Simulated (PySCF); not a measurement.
Dipole moment and polarisability of `FC(F)(F)OC([SiH3])[SiH3]`

C2H7F3OSi2.
Numbering: `[F:1][C:2]([F:3])([F:4])[O:5][CH:6]([SiH3:7])[SiH3:8]` (hydrogens: H9 on C6; H10, H11, H12 on Si7; H13, H14, H15 on Si8)

Geometry (PBE0-D3(BJ)/def2-SVP, Å), atoms numbered from 1 in this order:
```xyz
15
C2H7F3OSi2 angstrom
F      2.1761   -1.5483    0.0862
C      2.1006   -0.3010   -0.3939
F      1.9861   -0.4140   -1.7231
F      3.2266    0.3258   -0.1197
O      1.0907    0.3875    0.1441
C     -0.2407   -0.1473   -0.0719
Si    -0.9751   -0.6117    1.6218
Si    -1.2246    1.1440   -1.0669
H     -0.1875   -1.0687   -0.6777
H     -1.1497    0.6182    2.4477
H     -2.3066   -1.2482    1.3877
H     -0.0636   -1.5658    2.3161
H     -1.3806    2.3846   -0.2535
H     -2.5724    0.5772   -1.3739
H     -0.4947    1.4504   -2.3305
```

Level: CAM-B3LYP/def2-SVPD (PySCF), static field, nuclei fixed, core orbitals frozen in the response. The polarisability tensor in these axes (au):

```
x   90.42 -2.71 -1.55
y   -2.71 80.95 -7.53
z   -1.55 -7.53 88.11
```

**Question.** What are the eigenvalues, a third of the trace, and Δα (Δα² = ½Σ(αi − αj)² over the three pairs)?

**Answer.** Principal values 75.54, 91.06 and 92.89 au; mean 86.50 au = 12.82 Å³ = 14.26 × 10⁻⁴⁰ C²·m²/J; Δα = 16.51 au (19 % of the mean).

**Question.** What is the dipole moment, and where does it point?

**Answer.** (-2.08, -0.29, 0.01) D, 2.10 D in size, pointing from the negative to the positive side. Measured along this direction, the outermost atoms are F4 at the negative end and H11 and H14 at the positive end.

**Question.** Sum over states: ᾱ = Σ f/ω², ω in Eh. What share falls to these 10 lowest TDDFT singlets (eV, f)? 7.47, 0.0477; 7.58, 0.0069; 8.14, 0.0317; 8.31, 0.2203; 8.44, 0.0037; 8.67, 0.0032; 8.77, 0.0011; 8.82, 0.0243; 8.84, 0.0175; 8.88, 0.0260.

**Answer.** They add up to 4.16 au, 4.8 % of the 86.50 au; the largest single term is 2.36 au, from the state at 8.31 eV. Terms in order: 0.63, 0.09, 0.35, 2.36, 0.04, 0.03, 0.01, 0.23, 0.17, 0.24 au. Higher excitations give the rest. The strengths listed sum to 0.382.

**Question.** Estimate the molar refractivity from the static electronic polarisability.

**Answer.** Lorentz–Lorenz: R = (4π/3)N_A α = 2.5225 cm³/(mol·Å³) × 12.82 Å³ = 32.3 cm³/mol, in the limit of long wavelengths.

**Question.** Directions of the eigenvectors, and the extent of the frame along each?

**Answer.** Largest value along (0.07, -0.54, 0.84), where the nuclei span 5.56 Å; middle along (0.98, -0.13, -0.17), 5.48 Å; least along (0.21, 0.83, 0.52), 2.84 Å. 

**Question.** How large is μ²/3kT at 350 K beside α?

**Answer.** In Gaussian units μ²/3kT = 30.50 Å³ against 12.82 Å³, a ratio of 2.38; the Debye molar polarisation (4π/3)N_A(α + μ²/3kT) is 109.3 cm³/mol, leaving out the vibrational part.

Geometry: PBE0-D3(BJ)/def2-SVP, one conformer, isolated molecule.

The run behind these numbers computed excited states and ΔSCF ions as well. Time: 3.5 min of wall time (grids of density and orbitals included); peak memory 1.3 GiB. Hardware: one thread of an Arm Neoverse N1, no GPU (shared host).
